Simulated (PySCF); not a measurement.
Structure with atom numbers: `[F:1][C:2]([F:3])([F:4])[c:5]1[cH:6][cH:7][cH:8][cH:9][n:10]1`; H(Xn) means a hydrogen on atom n.

Method: NMR shieldings at PBE0/pcSseg-1/GIAO, coordinates at the PBE0-D3(BJ)/def2-SVP level, in PySCF 2.14.0 with density-fitted response routines (no solvent, averaged over atoms made equivalent by symmetry, fast rotation or ring inversion, a single conformation, relativity neglected).

δ = σ(ref) − σ, references computed at the same level: TMS for 13C (σref 184.41).

Problem. Do the 13C shifts follow the atomic charges (in e)? Tabulate both.

Solution. 
| atoms | hybridisation | δ (ppm) | σ para (ppm) | Hirshfeld | IAO | Mulliken | ESP-fitted |
| --- | --- | --- | --- | --- | --- | --- | --- |
| C9 | sp2 | 155.9 | -222 | +0.03 | -0.00 | +0.15 | +0.51 |
| C5 | sp2 | 155.6 | -229 | +0.02 | +0.07 | -0.10 | +0.58 |
| C7 | sp2 | 142.2 | -210 | -0.02 | -0.11 | -0.01 | +0.25 |
| C8 | sp2 | 130.7 | -204 | -0.04 | -0.17 | -0.17 | -0.56 |
| C2 | sp3 | 126.1 | -183 | +0.25 | +0.81 | +0.95 | +0.34 |
| C6 | sp2 | 125.4 | -196 | -0.05 | -0.17 | -0.05 | -0.54 |

Correlation coefficients of δ with charge over these carbons: Hirshfeld -0.19, IAO -0.23, Mulliken -0.32, ESP-fitted +0.73; with the paramagnetic shielding -0.93. Among the 5 sp2 carbons alone: Hirshfeld +0.99, IAO +0.94, Mulliken +0.52, ESP-fitted +0.97. With so few points, grouped by hybridisation, these coefficients are fragile. Charge is one influence among several: hybridisation and low-lying excitations act through the paramagnetic term.

Shifts are as computed. Against solution values, carbons near 30 ppm lie about +2 ppm off and those near 130 ppm about +5 ppm. Of 1211 compounds with measured shifts, 218 miss one by over three times the rms of a fit or turn the order of signals round; such compounds aren't used in these exercises.
